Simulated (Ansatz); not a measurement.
Input file for C2H6ClGa, SMILES `[CH3][Ga]([CH3])[Cl]`:

```yaml
crystal:
  periodic: [false, false, false]
  atoms:
    - {symbol: C, position_ang: [-0.537034, 1.464885, -0.882027]}
    - {symbol: Ga, position_ang: [-0.407259, -0.328756, -0.111441]}
    - {symbol: C, position_ang: [0.982549, -1.137456, 1.003119]}
    - {symbol: Cl, position_ang: [-2.076636, -1.638137, -0.573412]}
    - {symbol: H, position_ang: [-1.476501, 1.587636, -1.419666]}
    - {symbol: H, position_ang: [-0.472395, 2.222329, -0.097183]}
    - {symbol: H, position_ang: [0.292066, 1.638425, -1.572624]}
    - {symbol: H, position_ang: [0.714252, -2.157294, 1.276355]}
    - {symbol: H, position_ang: [1.934621, -1.152231, 0.466745]}
    - {symbol: H, position_ang: [1.129436, -0.550702, 1.913131]}
basis:
  gaussian: {orbitals: def2-SVP}
correlation: {method: ccsd_t}
```

```sh
$ ansatz run in.yaml --threads 4 --pin off --events-out ev --progress --plain --max-ram 10444MiB
```

Log, shortened:

```
Functional definition: HF
1083 factors; integrals over basis functions are off by at most 1.3e-3 eV
mean field evaluation 1: about -66981.0814 eV, gradient 3.0e1 eV
mean field evaluation 2: about -66981.0832 eV, gradient 3.0e1 eV
mean field evaluation 4: about -66983.5245 eV, gradient 3.2e0 eV
mean field evaluation 8: about -66983.5513 eV, gradient 1.1e-4 eV
mean field -66983.55132590 eV, -2461.6001081449 hartree, gradient 2.0e-6 eV, S^2 0.000000; 0 other end points of the search recorded, 0 dependent functions left out
16 core orbitals not correlated: weight in the atoms' cores, before any rotation towards them, 1.000 or more for the frozen orbitals, at most 0.000 for the correlated occupied ones
reference -66983.55132590 eV, -2461.6001081449 hartree; 17, 17 occupied and 75, 75 virtual orbitals, 1083 factors
second order -17.31761988 eV of doubles, -0.00000000 eV of singles
cycle   1  -17.71742638 eV  change   -4.0e-1 eV  update   9.4e-2
cycle   2  -18.20784292 eV  change   -4.9e-1 eV  update   2.8e-2
cycle   3  -18.29056593 eV  change   -8.3e-2 eV  update   1.3e-2
cycle   4  -18.29050209 eV  change    6.4e-5 eV  update   3.1e-3
cycle   5  -18.28938158 eV  change    1.1e-3 eV  update   1.0e-3
cycle   6  -18.28910675 eV  change    2.7e-4 eV  update   3.5e-4
cycle   7  -18.28905347 eV  change    5.3e-5 eV  update   1.1e-4
cycle   8  -18.28908389 eV  change   -3.0e-5 eV  update   3.8e-5
perturbative correction -0.52499523 eV, -0.0192932188 hartree
Total energy: -67002.36540501 eV, -2462.2915127998 hartree
```

It took 6 s on 4 threads of an Arm Neoverse V1 on a shared host, with 0.48 GiB of host memory at the peak.

Correlation energy per correlated electron: -0.553 eV. T1 diagnostic: 0.0102.
